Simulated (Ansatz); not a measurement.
Z-matrix (Å, degrees):
```
C
C 1 1.329
H 1 1.084 2 121.7
H 1 1.083 2 120.7 3 180.0
C 2 1.452 1 127.6 3 -0.0
H 2 1.089 1 119.2 3 180.0
I 5 2.098 2 118.4 1 -0.0
C 5 1.331 2 123.1 1 180.0
H 8 1.081 5 123.0 2 -180.0
H 8 1.086 5 119.2 2 -0.0
```

Total charge 0; spin multiplicity 1. I takes the def2 core potential.

Problem. List the PBE0/def2-TZVPP orbital energies in eV (Ansatz). (Best estimate.)

Solution. Ansatz gave: Occupied: -279.96, -278.84, -278.64, -278.43, -187.75, -133.73, -133.42, -133.42, -52.83, -52.73, -52.72, -52.46, -52.46, -23.44, -21.26, -19.40, -17.44, -15.01, -13.64, -13.28, -11.53, -11.02, -10.26, -9.60, -7.73, -7.52, -6.93. Lowest empty: -1.30, -0.70, 1.29, 1.82, 2.40, 2.45, 3.20, 3.72.
